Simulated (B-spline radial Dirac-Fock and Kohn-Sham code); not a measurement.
These are calculated numbers from a B-spline atomic structure program; the model is multi-electron Dirac-Fock with separately optimised hole states, Breit and Lamb-shift corrections added in first order. Correlation and solid-state effects are left out.

Question: Identify the element and charge state from the binding energies below (tabulated ground configuration; the least bound level is included).

```tsv
level	binding energy (eV)
K	5769.1
L1	1181.3
L2,3	1125.4
```

Answer: Ti¹⁶⁺: Z = 22 with 6 electrons, [He] 2s2 2p2. The hydrogen-like estimate √(E/Ry) = 20.6 for the K level lies 1.4 below Z; the outermost level, at 1125.4 eV, fixes the charge.
